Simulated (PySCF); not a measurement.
PySCF 2.14 output of a UHF calculation on a single atom or ion in ANO-RCC-VTZP (7s6p4d2f1g, 68 functions), with scalar relativity by spin-free X2C-1e:

```
SCF conv_tol = 1e-09
number electrons alpha = 23  beta = 18
cycle= 1 E= -3817.07082098751  delta_E= -0.00838  |g|= 0.0317  |ddm|= 0.0979
cycle= 2 E= -3817.07168709382  delta_E= -0.000866  |g|= 0.0104  |ddm|= 0.0459
cycle= 3 E= -3817.07206920912  delta_E= -0.000382  |g|= 0.00588  |ddm|= 0.0407
cycle= 4 E= -3817.07234349997  delta_E= -0.000274  |g|= 0.00395  |ddm|= 0.0432
cycle= 5 E= -3817.07252247742  delta_E= -0.000179  |g|= 0.00116  |ddm|= 0.0603
cycle= 6 E= -3817.07253084262  delta_E= -8.37e-06  |g|= 0.000328  |ddm|= 0.0133
cycle= 7 E= -3817.07253097353  delta_E= -1.31e-07  |g|= 4.37e-05  |ddm|= 0.0013
cycle= 8 E= -3817.07253097871  delta_E= -5.18e-09  |g|= 8.45e-06  |ddm|= 0.000298
cycle= 9 E= -3817.07253097884  delta_E= -1.32e-10  |g|= 2.03e-06  |ddm|= 3.18e-05
converged SCF energy = -3817.07253097884  <S^2> = 8.7551446  2S+1 = 6.0017146
```

The run itself started from symmetry-adapted Hartree-Fock orbitals and held the occupation by maximum overlap, so the iterations belong to that start.

**Question.** Which element, charge and spin multiplicity is this?

**Answer.** Nb (niobium, neutral), multiplicity 6; the state was [Kr] 4d3 5s1 5p1, one real determinant (an excited configuration).

⟨L²⟩ = 13.93 against 20 for a pure G term, so this real determinant mixes terms.
